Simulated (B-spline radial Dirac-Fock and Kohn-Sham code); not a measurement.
How the settings move the core levels of V

ΔSCF core binding energies without Breit or QED terms, calculated with an atomic code on a B-spline grid. Keys: rel is the Hamiltonian (dirac, or spin-free x2c and nr, where L3 and M5 stand for the whole 2p and 3d shells), method is hf or an exchange,correlation pair (spin-unpolarised, also for the hole states), nuc the nuclear model, radius_factor scales its radius, rmax is the box in bohr, h the logarithmic mesh step, order the B-spline order, points the quadrature points per cell, c_factor scales the speed of light, and damp, ndamp, maxit and tol steer the iteration. The run stops when the commutator error falls below 10·tol·max(1, Z/10), or the numerical noise floor, and the energy has settled to about 1e-8 Ha; the virial ratio is −V/T.

Base input:

```json
{"items": [{"Z": 23, "q": 0, "cfg": [[1, 0, 2], [2, 0, 2], [2, 1, 6], [3, 0, 2], [3, 1, 6], [3, 2, 3], [4, 0, 2]], "A": 51, "rrms": 3.6002, "do": "settings", "holes": ["K", "L3", "M5"],
  "settings": [{"rel": "dirac", "method": "hf", "nuc": "fermi", "radius_factor": 1.0, "rmax": 45.0, "h": 0.3, "order": 8, "points": 10, "c_factor": 1.0, "maxit": 60, "damp": 0.5, "ndamp": 3, "tol": 1e-08}]}]}
```

The ground state converged in 12 iterations, with total energy -948.18874 Ha, virial ratio 1.98862 and highest orbital energy -6.38 eV. ΔSCF binding energies: K (1s) 5484.3 eV, L3 (2p3/2) 526.3 eV. Holes are computed only in closed shells, and unreliable hole states are left out.

Changes from the base run:

| changed setting | Δ total energy (Ha) | Δ K (eV) | Δ L3 (eV) | iterations |
| --- | --- | --- | --- | --- |
| damp = 0.2 | 0.00000 | 0.00 | 0.00 | 12 |
| nuc = "sphere" | 0.00000 | 0.00 | 0.00 | 12 |
| radius_factor = 0.8; rmax = 60.0; order = 6 | -0.00077 | +0.01 | 0.00 | 12 |
| h = 0.4; c_factor = 10.0; tol = 1e-06 | +5.33385 | -38.53 | +1.35 | 10 |
| h = 0.4 | +0.00010 | 0.00 | 0.00 | 12 |
| rel = "x2c" | +0.11776 | -2.23 | +2.29 | 12 |
| rmax = 25.0 | 0.00000 | 0.00 | 0.00 | 12 |
| c_factor = 10.0 | ? | ? | ? | ? |
| rmax = 60.0 | 0.00000 | 0.00 | 0.00 | 12 |
| method = "rpbe,pbe"; h = 0.4; c_factor = 5.0 | +4.21672 | -22.50 | +0.75 | 10 |
| method = "rpbe,pbe"; radius_factor = 0.5; c_factor = 10.0 | +4.37610 | -23.65 | +0.79 | 10 |
| tol = 1e-06 | 0.00000 | 0.00 | 0.00 | 10 |
| c_factor = 5.0 | +5.17423 | -37.38 | +1.31 | 11 |

Problem. What does the change c_factor = 10.0 do?

Solution. The total energy moves by +5.33375 Ha and the binding energies by K -38.53 eV, L3 +1.35 eV; the run takes 11 iterations.
